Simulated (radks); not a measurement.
All-electron atom: Bi49+ in [Ar] 3d10 4s2 4p4. Calculated with a radial shooting solver on a logarithmic mesh with Libxc functionals: scalar-relativistic Kohn-Sham, LB94 model potential, spin-polarised, spherical densities, finite nucleus; open shells are filled with parallel spins first (spin-orbit coupling, left out, can overturn this in heavy ions); Fermi nuclear charge, rms radius 5.5211 fm.

Unscreened Slater integrals over Kohn-Sham orbitals (hartree). They are taken over the spin-up orbitals.

| integral | value |
|---|---|
| F0(4p,4p) | 2.5661 |
| F2(4p,4p) | 1.3311 |
| F0(4p,4s) | 2.6061 |
| G1(4p,4s) | 1.7522 |
| F0(4p,3d) | 3.2466 |
| F2(4p,3d) | 0.94880 |
| G1(4p,3d) | 0.30640 |
| G3(4p,3d) | 0.31158 |
| F0(4s,4s) | 2.6502 |
| F0(4s,3d) | 3.3177 |
| G2(4s,3d) | 0.32031 |
| F0(3d,3d) | 5.8926 |
| F2(3d,3d) | 3.0188 |
| F4(3d,3d) | 1.9461 |

Derived for the open shells (J is the average intra-shell exchange parameter used in DFT+U). 4p: J = F2/5 = 0.2662 hartree.
